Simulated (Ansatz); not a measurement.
```xyz
2

Al    0.0000    0.0000    0.0000
F     0.0000    0.0000    1.6540
```

Basis set: cc-pVDZ (spherical functions). Correlated methods keep 6 orbitals frozen. Charge 0, multiplicity 1.

Computed with Ansatz (development build ahead of 0.2.0); the reference of a correlated method needn't be the lowest determinant of its kind. Restricted open shells among the atoms or ions are ROHF, correlated in semicanonical orbitals with singles.

Give the atomization energy at this shape (free ground-state atoms in the same class of orbitals less the molecule, no zero-point energy) of singlet AlF by RHF-CCSD(T), RHF-CCSD.

```
     method  atomization energy
RHF-CCSD(T)             6.15 eV
   RHF-CCSD             6.08 eV
```

Caution: no unrestricted run beside it, a lower state can exist.
